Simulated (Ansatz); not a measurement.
Relaxation of C2H3NSe (7 atoms, charge 0, multiplicity 1), to a largest force component of 0.02 eV/Å in at most 50 steps.

Method: Ansatz, RKS PBE/def2-SVPD.

```xyz
7
Properties=species:S:1:pos:R:3:forces:R:3
Se -1.289 -0.197 -1.685 -1.14 0.75 0.57
C -0.194 -0.362 -0.175 -0.16 -3.20 3.81
N 0.104 -1.001 1.014 -3.85 -0.55 -3.82
C 0.972 0.013 0.535 1.00 3.53 0.35
H -2.189 0.863 -0.949 0.74 -0.90 -0.70
H 0.774 0.966 1.100 1.64 -0.04 -0.25
H 1.884 -0.351 0.113 1.77 0.42 0.05
```

Where does it end, and by what steps?

The forces met the threshold. After 14 steps the energy has fallen by 1.332 eV; H5 moved furthest, 0.89 Å.

| step | energy less start (eV) | largest force component (eV/Å) | accepted |
| --- | --- | --- | --- |
| 0 | 0.0000 | 3.847 | yes |
| 1 | -0.8631 | 2.359 | yes |
| 2 | -1.0221 | 1.427 | yes |
| 3 | -0.9179 | 1.517 | no |
| 4 | -1.0595 | 0.145 | yes |
| 5 | -1.0795 | 0.272 | yes |
| 6 | -1.1226 | 0.434 | yes |
| 7 | -1.1829 | 0.874 | yes |
| 8 | -1.2782 | 0.491 | yes |
| 9 | -1.3000 | 0.495 | yes |
| 10 | -1.2794 | 0.597 | no |
| 11 | -1.3270 | 0.141 | yes |
| 12 | -1.3242 | 0.299 | no |
| 13 | -1.3311 | 0.051 | yes |
| 14 | -1.3317 | 0.009 | yes |

```xyz
7
Properties=species:S:1:pos:R:3
Se -1.847 -0.359 -1.122
C -0.325 -0.464 -0.033
N 0.250 -1.299 0.733
C 0.886 0.097 0.549
H -1.547 1.033 -1.546
H 0.825 0.783 1.412
H 1.819 0.141 -0.038
```

Whether the end is a true minimum wasn't checked by a vibrational analysis.

Time of the run: 20 s on 2 threads of Intel(R) Xeon(R) 6975P-C (Granite Rapids), with other jobs on the host, peak memory 0.19 GiB.
